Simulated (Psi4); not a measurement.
C₂H₆F₂GeS₂ (SMILES C[S][Ge]([F])([F])[S]C), singlet, at a GFN2-xTB geometry, atoms displaced at random by about 0.08 Å a coordinate; R2SCAN/STO-3G, gradient run with Psi4.

The Psi4 input:
```
memory 2 GB

molecule mol {
0 1
  C    -2.735625    0.952864    0.685480
  S    -1.405580    1.568950   -0.608238
  Ge   -0.000849   -0.304630   -0.270718
  F     1.088310   -0.393153   -1.738246
  F    -0.968476   -1.725709   -0.352983
  S     1.377820   -0.486885    1.337316
  C     2.746024    0.680205    0.970797
  H    -3.039400    0.045894    0.281217
  H    -3.519506    1.793129    0.549102
  H    -2.178594    0.903391    1.598348
  H     2.338942    1.652833    0.894090
  H     3.041595    0.389583   -0.263744
  H     3.540105    0.623642    1.483412
symmetry c1
no_reorient
no_com
}

set basis sto-3g
set reference rks

gradient('r2scan')
print_variables()
```

What the program printed (banner, timings and long lists left out):

```
gradient() will perform analytic gradient computation.

   => Loading Basis Set <=

    Name: STO-3G
    Role: ORBITAL
    Keyword: BASIS

         ---------------------------------------------------------
                                   SCF
               by Justin Turney, Rob Parrish, Andy Simmonett
                          and Daniel G. A. Smith
                              RKS Reference
         ---------------------------------------------------------

  ==> Geometry <==

    Molecular point group: c1
    Full point group: C1

    Geometry (in Angstrom), charge = 0, multiplicity = 1:

       Center              X                  Y                   Z               Mass
    ------------   -----------------  -----------------  -----------------  -----------------
         C           -2.735625000000     0.952864000000     0.685480000000    12.000000000000
         S           -1.405580000000     1.568950000000    -0.608238000000    31.972071174400
         GE          -0.000849000000    -0.304630000000    -0.270718000000    73.921177761000
         F            1.088310000000    -0.393153000000    -1.738246000000    18.998403162730
         F           -0.968476000000    -1.725709000000    -0.352983000000    18.998403162730
         S            1.377820000000    -0.486885000000     1.337316000000    31.972071174400
         C            2.746024000000     0.680205000000     0.970797000000    12.000000000000
         H           -3.039400000000     0.045894000000     0.281217000000     1.007825032230
         H           -3.519506000000     1.793129000000     0.549102000000     1.007825032230
         H           -2.178594000000     0.903391000000     1.598348000000     1.007825032230
         H            2.338942000000     1.652833000000     0.894090000000     1.007825032230
         H            3.041595000000     0.389583000000    -0.263744000000     1.007825032230
         H            3.540105000000     0.623642000000     1.483412000000     1.007825032230

  Running in c1 symmetry.

  Rotational constants: A =      0.05727  B =      0.02984  C =      0.02786 [cm^-1]
  Rotational constants: A =   1716.86339  B =    894.46121  C =    835.34579 [MHz]
  Nuclear repulsion =  830.300790720303780

  Charge       = 0
  Multiplicity = 1
  Electrons    = 100
  Nalpha       = 50
  Nbeta        = 50

  ==> Algorithm <==

  SCF Algorithm Type is DF.
  DIIS enabled.
  MOM disabled.
  Fractional occupation disabled.
  Guess Type is SAD.
  Energy threshold   = 1.00e-08
  Density threshold  = 1.00e-08
  Integral threshold = 1.00e-12

  ==> Primary Basis <==

  Basis Set: STO-3G
    Blend: STO-3G
    Number of shells: 36
    Number of basis functions: 62
    Number of Cartesian functions: 63
    Spherical Harmonics?: true
    Max angular momentum: 2

  ==> DFT Potential <==

   => LibXC <=

    Version 7.1.2
    S. Lehtola, C. Steigemann, M. J. T. Oliveira, and M. A. L. Marques,  SoftwareX 7, 1–5 (2018) (10.1016/j.softx.2017.11.002)

   => Composite Functional: R2SCAN <=

    r2SCAN Meta-GGA XC Functional  (0.1021/acs.jpclett.0c02405)
    J. W. Furness, A. D. Kaplan, J. Ning, J. P. Perdew, J. Sun  J. Phys. Chem. Lett.  11, 8208–8215, 2020

    Deriv               =              1
    GGA                 =           TRUE
    Meta                =           TRUE

    Exchange Hybrid     =          FALSE
    MP2 Hybrid          =          FALSE

   => Exchange Functionals <=

    1.0000   XC_MGGA_X_R2SCAN

   => Correlation Functionals <=

    1.0000   XC_MGGA_C_R2SCAN

   => LibXC Density Thresholds  <==

    XC_MGGA_C_R2SCAN:  1.00E-15
    XC_MGGA_X_R2SCAN:  1.00E-11

   => Molecular Quadrature <=

    Radial Scheme          =       TREUTLER
    Pruning Scheme         =           NONE
    Nuclear Scheme         =       TREUTLER

    Blocking Scheme        =         OCTREE
    BS radius alpha        =              1
    Pruning alpha          =              1
    Radial Points          =             75
[...]
  @DF-RKS Final Energy: -3116.22843533112155
    Total Energy =                      -3116.2284353311215455
[...]
         H           -3.519506000000     1.793129000000     0.549102000000     1.007825032230
         H           -2.178594000000     0.903391000000     1.598348000000     1.007825032230
         H            2.338942000000     1.652833000000     0.894090000000     1.007825032230
         H            3.041595000000     0.389583000000    -0.263744000000     1.007825032230
         H            3.540105000000     0.623642000000     1.483412000000     1.007825032230

  Nuclear repulsion =  830.300790720303780

  ==> Basis Set <==

  Basis Set: STO-3G
    Blend: STO-3G
    Number of shells: 36
    Number of basis functions: 62
    Number of Cartesian functions: 63
    Spherical Harmonics?: true
    Max angular momentum: 2

  ==> DFJKGrad: Density-Fitted SCF Gradients <==

    Gradient:                    1
    J tasked:                  Yes
    K tasked:                   No
    wK tasked:                  No
    Integrals threads:           1
    Schwarz Cutoff:          1E-12
    Fitting Condition:       1E-10

   => Auxiliary Basis Set <=

  Basis Set: (STO-3G AUX)
    Blend: DEF2-UNIVERSAL-JKFIT
    Number of shells: 272
    Number of basis functions: 934
    Number of Cartesian functions: 1165
    Spherical Harmonics?: true
    Max angular momentum: 5

  ==> DFT Potential <==

   => LibXC <=

    Version 7.1.2
    S. Lehtola, C. Steigemann, M. J. T. Oliveira, and M. A. L. Marques,  SoftwareX 7, 1–5 (2018) (10.1016/j.softx.2017.11.002)

   => Composite Functional: R2SCAN <=

    r2SCAN Meta-GGA XC Functional  (0.1021/acs.jpclett.0c02405)
    J. W. Furness, A. D. Kaplan, J. Ning, J. P. Perdew, J. Sun  J. Phys. Chem. Lett.  11, 8208–8215, 2020

    Deriv               =              1
    GGA                 =           TRUE
    Meta                =           TRUE

    Exchange Hybrid     =          FALSE
    MP2 Hybrid          =          FALSE

   => Exchange Functionals <=

    1.0000   XC_MGGA_X_R2SCAN

   => Correlation Functionals <=

    1.0000   XC_MGGA_C_R2SCAN

   => LibXC Density Thresholds  <==

    XC_MGGA_C_R2SCAN:  1.00E-15
    XC_MGGA_X_R2SCAN:  1.00E-11

   => Molecular Quadrature <=

    Radial Scheme          =       TREUTLER
    Pruning Scheme         =           NONE
    Nuclear Scheme         =       TREUTLER

    Blocking Scheme        =         OCTREE
    BS radius alpha        =              1
    Pruning alpha          =              1
    Radial Points          =             75
    Spherical Points       =            302
    Total Points           =         273906
    Total Blocks           =           2117
    Max Points             =            256
    Max Functions          =             55
    Weights Tolerance      =       1.00E-15

  -Total Gradient:
     Atom            X                  Y                   Z
    ------   -----------------  -----------------  -----------------
       1       -0.030011526970    -0.099684885894     0.064158571403
       2       -0.002872682087     0.040434912310    -0.026096863659
       3       -0.001747019360    -0.011375683634     0.059944102919
       4        0.033373108515    -0.002923390780    -0.037312454644
       5       -0.014854803567    -0.022760742241    -0.002046278013
       6       -0.008651453038     0.015555540023    -0.042144855793
       7        0.143473049974     0.040566152018     0.225499563564
       8        0.025819196254     0.050167813725     0.006662559234
       9       -0.021935672071     0.036528773245    -0.022228556074
      10        0.007354514496     0.001544563118    -0.028047759874
      11        0.004847304913    -0.038315814975    -0.005121954493
      12        0.010278430432    -0.025430953898    -0.087796740505
      13       -0.145360940129     0.017798221780    -0.107929111767

  Variable Map:
  ----------------------------------------------------------------------------
[...]
  Array Variable Map:
  ----------------------------------------------------------------------------
[...]
[...]
```
